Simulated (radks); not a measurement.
Results of a calculation; reference values are marked as such.
Dipole-allowed excitations along the series with 12 electrons in [Ne] 3s2. Level of theory: scalar-relativistic Kohn-Sham, LDA (Slater exchange, Perdew-Wang correlation), spin-unpolarised, spherical densities, finite nucleus; Fermi nuclear charge, rms radius of each element as measured or else 0.836 A^(1/3) + 0.57 fm (a radial shooting solver on a logarithmic mesh with Libxc functionals). Time-dependent linear response with the Hartree and adiabatic LDA kernel, continuum included through the Sternheimer equations, no spin-orbit coupling, so fine structure and intercombination lines are absent. Lines are the poles of the dipole polarisability below minus the highest occupied eigenvalue, found on a grid refined at the orbital gaps; the lowest seven at most are given, and weak or close lines can be missed. The first line takes the name of the lowest orbital gap if no other gap lies below it; otherwise a line is named after a gap within 0.6 % of it, if that gap stands alone.

species  -e(HOMO) (eV)  lowest orbital gap (eV)  first line (eV)      f  static alpha (bohr^3)
Ga19+           746.87             3s-3p 48.298   59.563 (3s-3p)  0.650                 0.1417
Ge20+           817.48             3s-3p 51.193   62.972 (3s-3p)  0.634                 0.1235
As21+           891.30             3s-3p 54.189   66.486 (3s-3p)  0.619                 0.1082
Se22+           968.34             3s-3p 57.294   70.111 (3s-3p)  0.606                0.09521
Br23+           1048.6             3s-3p 60.516   73.855 (3s-3p)  0.594                0.08409
Kr24+           1132.2             3s-3p 63.864   77.731 (3s-3p)  0.584                0.07453
